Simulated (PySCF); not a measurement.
Structure with atom numbers: `[OH:1][B:2]([OH:3])[F:4]`; H(Xn) means a hydrogen on atom n.

Geometry: PBE0-D3(BJ)/def2-TZVP; GIAO shifts from PySCF 2.14, gas phase, non-relativistic, averaged over equivalent atoms.

At B97-2/pcSseg-2 (172 basis functions, 12 s wall time on 1 thread of an Arm Neoverse N1, shared host):
```
      atoms  δ (ppm)
      O1/O3     75.1
         B2     15.8
         F4   -143.8
H(O1)/H(O3)     3.21
```

Chemical shifts δ = σref − σ; H2O for 17O (327.66 ppm); BF3·OEt2 for 11B (99.77 ppm); 19F (175.98 ppm) against CFCl3; TMS for 1H (31.64 ppm), all at this level.

Predict the values at PBE0/pcSseg-2 on the same geometry.

Answers


```json
{"atoms": "O1/O3", "δ at PBE0/pcSseg-2": "79.2", "change": "+4.1"}
{"atoms": "B2", "δ at PBE0/pcSseg-2": "16.2", "change": "+0.4"}
{"atoms": "F4", "δ at PBE0/pcSseg-2": "-141.4", "change": "+2.4"}
{"atoms": "H(O1)/H(O3)", "δ at PBE0/pcSseg-2": "3.28", "change": "+0.07"}
```

Chemical shifts δ = σref − σ; H2O for 17O (σ = 329.54 ppm); 11B (σ = 98.70 ppm) vs BF3·OEt2; 19F (σ = 174.31 ppm) against CFCl3; 1H (σ = 31.52 ppm) against TMS, all at this level.

The largest change is at O1/O3 (oxygen bonded to B, H). Cost: 172 basis functions, 14 s wall time on 1 thread of an Arm Neoverse N1, shared host.

Unscaled 19F shifts against computed CFCl3 carry errors that often reach 10 to 50 ppm. Experimental scales use liquid or dissolved standards, which lie at an offset from isolated H2O (liquid H2O: subtract about 36 ppm).
